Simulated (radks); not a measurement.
Results of a calculation; reference values are marked as such.
All-electron atom: Sn+ in [Kr] 4d10 5s2 5p1.

Level of theory: Dirac Kohn-Sham, Slater X-alpha with alpha = 0.851, spin-unpolarised, spherical densities, finite nucleus; open shells are shared between the two j in proportion to 2j + 1; Fermi nuclear charge, rms radius 4.6519 fm (a radial shooting solver on a logarithmic mesh with Libxc functionals).

Energy parts (eV):
part                   energy
total             -169022.359
kinetic            178024.115
electron-nucleus  -409261.455
Hartree             67628.281
exchange            -5413.300

Orbitals (lengths in bohr, moments of r in powers of bohr; r(90%) holds 90 % of the orbital's charge):
orbital      occ.  eigenvalue (eV)  r(90%)
1s1/2           2        -29090.43  0.0522
2s1/2           2        -4416.557   0.193
2p1/2           2        -4134.303   0.173
2p3/2           4        -3901.688   0.180
3s1/2           2        -864.6007   0.497
3p1/2           2        -748.6294   0.494
3p3/2           4        -705.9068   0.510
3d3/2           4        -499.3002   0.489
3d5/2           6        -490.4097   0.494
4s1/2           2        -145.8762    1.18
4p1/2           2        -106.8943    1.26
4p3/2           4         -99.0970    1.30
4d3/2           4         -37.5356    1.65
4d5/2           6         -36.4351    1.68
5s1/2           2         -18.9035    3.29
5p1/2    0.333333         -11.3743    4.05
5p3/2    0.666667         -10.7287    4.20

The highest occupied level is 5p3/2 at -10.729 eV. Summed over all electrons, <r^2> = 43.07 bohr^2, which gives a Langevin (diamagnetic) susceptibility term of -34.1 x 10^-6 cm^3/mol.
